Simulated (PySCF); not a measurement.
## Computed data sheet: `C=C(C)/C=C(\[SiH3])C(C)C`

Compound: C8H16Si.
Structure used (GFN2-xTB), in Å, numbered top down from 1:
```
atom  x, y, z in Å
C1     2.8251    0.7743    1.3483
C2     2.0694    0.1568    0.4359
C3     2.7003   -0.7731   -0.5533
C4     0.6340    0.3901    0.4559
C5    -0.3407    0.0327   -0.3925
Si6   -0.1785   -0.9157   -2.0209
C7    -1.7828    0.3750   -0.0565
C8    -2.4369   -0.8645    0.5620
C9    -1.9812    1.5819    0.8599
H10    3.8924    0.6374    1.3921
H11    2.4054    1.4481    2.0768
H12    2.6167   -0.3775   -1.5623
H13    2.2138   -1.7449   -0.5279
H14    3.7552   -0.9052   -0.3239
H15    0.3474    0.9653    1.3291
H16   -1.5002   -0.9480   -2.6589
H17    0.2415   -2.3061   -1.8178
H18    0.7282   -0.2344   -2.9496
H19   -2.3015    0.5953   -0.9965
H20   -3.4852   -0.6733    0.7826
H21   -1.9300   -1.1313    1.4876
H22   -2.3738   -1.7105   -0.1191
H23   -1.4240    2.4409    0.4921
H24   -1.6687    1.3655    1.8789
H25   -3.0368    1.8453    0.8870
```

Among its groups: C=C double bond, Si–H bond and C–Si bond.

**GFN2-xTB geometry**

| Quantity | Value |
| --- | --- |
| Point group of the GFN2-xTB geometry | C1 |
| Rotational constants A, B, C of the GFN2-xTB geometry | 1.670, 0.948, 0.676 GHz |

PBE0/pcSseg-1 ground state and GIAO shieldings, non-relativistic (PySCF):

| Quantity | Value |
| --- | --- |
| Dipole moment | 0.48 D |
| HOMO energy | -6.49 eV |
| LUMO energy | -0.94 eV |
| HOMO–LUMO gap | 5.55 eV |
| Lowest Hirshfeld atomic charge | -0.12 e on C3/C8/C9 |
| Highest Hirshfeld atomic charge | +0.30 e on Si6 |
| 13C chemical shifts (computed TMS as zero) by class | 152.6 (C2), 150.2 (C4), 145.8 (C5), 127.9 (C1), 42.7 (C7), 25.0 (C8/C9), 23.5 (C3) ppm |
| 1H chemical shifts (computed TMS as zero) by class | 6.98 (H15), 5.44 (H10), 5.28 (H11), 4.45 (H16/H17/H18), 2.49 (H19), 2.17 (H12/H13/H14), 1.11 (H20/H21/H22/H23/H24/H25) ppm |
| Isotropic shieldings of nuclei other than C and H, by class | 420 (Si6) ppm |
| Mayer bond orders between heavy atoms | C1–C2 1.91, C2–C3 1.06, C2–C4 1.10, C4–C5 1.76, C5–Si6 0.87, C5–C7 1.03, C7–C8 1.00, C7–C9 1.05 |

Monoisotopic mass (most abundant isotopes): 140.1021 u.

The rotational constants make it an asymmetric top with κ = (2B − A − C)/(A − C) = -0.45, nearer the prolate limit (−1). In atomic units the dipole is 0.19 e·bohr (1 au = 2.5417 D). With B = h/(8π²I), that is 505.379 GHz u Å² over I, the principal moments of inertia are 302.6, 533.3 and 747.9 u Å² (most abundant isotopes); the inertial defect Ic − Ia − Ib is -88.0 u Å² (zero for a rigid planar frame, negative otherwise).

The structure is a single GFN2-xTB conformer in the gas phase; no vibrational or solvent corrections. NMR classes are plain means over equivalent atoms (diastereotopic ones count apart unless rotation or inversion swaps them), as if these changed places fast; in this geometry the members of some classes differ.

For the NMR shielding job (PBE0/pcSseg-1), time: 1.8 min of wall time; peak memory 1.1 GiB. Hardware: one thread of an Arm Neoverse N1, no GPU, shared host with 64 logical CPUs at a one-minute load of 58.
